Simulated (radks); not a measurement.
Spherical quantum dot in the effective-mass picture: electrons in a well V = -V0 / (1 + exp((r - R)/a)) with V0 = 58.4, R = 1.42, a = 0.13, all in effective atomic units (hartree* = m*/eps^2 hartree, bohr* = eps/m* bohr), one dielectric constant everywhere. Method: non-relativistic Kohn-Sham, LDA (Slater exchange, Perdew-Wang correlation), spin-polarised, spherical densities; computed with a radial shooting solver with Libxc functionals. Levels are named by radial order and angular momentum (1s, 1p, 1d, 2s, ...), and open shells are averaged over m.

N = 29, configuration 1s2 1p6 1d10 2s2 1f(up 7, down 2). This is the lowest configuration that the search found. Occupied and some empty levels:

| level | occupation | eigenvalue (hartree*) | <r> (bohr*) |
|---|---|---|---|
| 1s up | 1 | -26.225 | 0.8088 |
| 1s down | 1 | -26.101 | 0.8053 |
| 1p up | 3 | -24.281 | 0.8959 |
| 1p down | 3 | -24.137 | 0.8944 |
| 1d up | 5 | -21.448 | 0.9601 |
| 1d down | 5 | -21.294 | 0.9595 |
| 2s up | 1 | -18.506 | 0.7103 |
| 2s down | 1 | -18.429 | 0.7116 |
| 1f up | 7 | -17.895 | 1.012 |
| 1f down | 2 | -17.736 | 1.012 |
| 2p up | 0 | -14.170 | 0.8210 |
| 2p down | 0 | -14.080 | 0.8211 |
| 1g up | 0 | -13.722 | 1.057 |
| 1g down | 0 | -13.563 | 1.058 |
| 2d up | 0 | -9.4032 | 0.9069 |
| 2d down | 0 | -9.3020 | 0.9068 |

Energy (hartree*): total -1004.21, kinetic 205.39, external -1581.7, Hartree 406.05, exchange-correlation -33.974.
